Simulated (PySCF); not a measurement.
C5H5F3.
Structure used (GFN2-xTB), in Å, numbered top down from 1:
```
atom  x, y, z in Å
F1     2.630    0.416   -0.217
C2     1.300    0.299   -0.138
C3     0.403    1.274   -0.124
F4     0.628    2.591   -0.187
C5    -1.002    0.759   -0.041
C6    -0.817   -0.755    0.160
F7    -1.153   -1.085    1.456
C8     0.673   -1.060   -0.072
H9    -1.561    0.988   -0.950
H10   -1.537    1.192    0.807
H11   -1.480   -1.354   -0.472
H12    0.839   -1.617   -0.996
H13    1.074   -1.648    0.756
```

Computed geometry: GFN2-xTB, gas phase.

Take the most abundant isotopes and a rigid rotor. 

What are A, B and C (cm⁻¹)?

Ia = 165.35, Ib = 301.97, Ic = 424.82 u·Å²; 505379 MHz·u·Å²/I gives 3056, 1674 and 1190 MHz, that is A = 0.10195, B = 0.05582, C = 0.03968 cm⁻¹.

What kind of rotor is it?

An asymmetric top. Ray's parameter κ = (2B − A − C)/(A − C) = -0.482; −1 is the prolate and +1 the oblate limit.

What does the inertial defect say?

Not planar: Δ = Ic − Ia − Ib = -42.51 u·Å². For a rigid frame Δ = −2 Σ m c², so Σ m c² = 21.26 u·Å² lies off the ab plane: 5.67 from hydrogen and 15.58 from heavier atoms. The atom farthest from that plane is 1.35 Å away.

Give the other two planar moments, Paa and Pbb, and the rms extents of the mass along the axes.

Paa = Σ m a² = (Ib + Ic − Ia)/2 = 280.72 and Pbb = Σ m b² = (Ia + Ic − Ib)/2 = 144.10 u·Å². With the mass M = 122.03 u, the rms extents √(P/M) along a, b and c are 1.52, 1.09, 0.42 Å.

No frequency check. Constants of a rigid frame at the computed geometry: no zero-point averaging, no centrifugal distortion.
